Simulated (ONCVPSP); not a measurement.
Cl (Z = 17), ONCV: configuration errors across variants

* Element: chlorine (Cl)
* Generator: ONCVPSP 4.0.1
* Type: optimised norm-conserving Vanderbilt (ONCV)
* Functional: PBE
* Relativity: scalar-relativistic
* Frozen core: [Ne]
* Valence charge: 7
* Reference configuration: 3s2 3p5
* Partial waves: 3s: rc 1.40 bohr, ncon 5, nbas 9, qcut 4.1 1/bohr, 1 projector; 3p: rc 1.10 bohr, ncon 4, nbas 7, qcut 8.2 1/bohr, 2 projectors, debl 3.6 Ha; d scattering state at 0.27 Ha: rc 1.10 bohr, ncon 5, nbas 9, qcut 7.3 1/bohr, local
* Local potential: the d channel
* Core correction: Teter function, fcfact 3, rcfact 1.8

All-electron excitation energies from the reference (eV): (1) 3s2 3p4 13.875; (2) 3s2 3p3 39.322; (3) 3s2 3p2 77.630; (4) 3s2 3p1 129.872.

A true bound ghost makes a file unfit for plane-wave use even where its test errors are small: the radial tests pick states by their node count and pass the ghost by.

Errors AE − PS in meV (a dash: test not solved or not reliable):

```tsv
change	(1)	(2)	(3)	(4)	bound ghosts	GHOST(+) flags above zero
base	+0.9	+5.7	+11	+1.8	none	p
all radii but the core radius scaled by about 1.31 (s 1.82, p 1.44, d 1.44 bohr)	+2.7	+22	+75	+179	none	none
core correction Teter function, fcfact 3, rcfact 1.2	+1.6	+17	+69	+202	none	p
core correction Teter function, fcfact 3, rcfact 1.26	+1.7	+17	+69	+199	none	p
d: nproj 1; local potential polynomial inside 1.00 bohr (lpopt 3, dvloc0 -1 Ha)	+1.1	+7.0	+16	+16	none	p
p: qcut 6	+0.9	+6.0	+12	+5.1	none	p
p: qcut 7.6	+0.9	+5.8	+12	+3.3	none	p
s: nproj 3	-0.4	-3.0	-20	-81	s	s, p
s: qcut 6; p: qcut 12; d: qcut 10.7	+2.5	+19	+75	+227	p, s	none
```

(1) Give the same row for: s: ncon 3, nbas 7.

## Answers

(1) +1.9, +13, +39, +79; bound ghosts: none; GHOST(+) flags above zero: p.
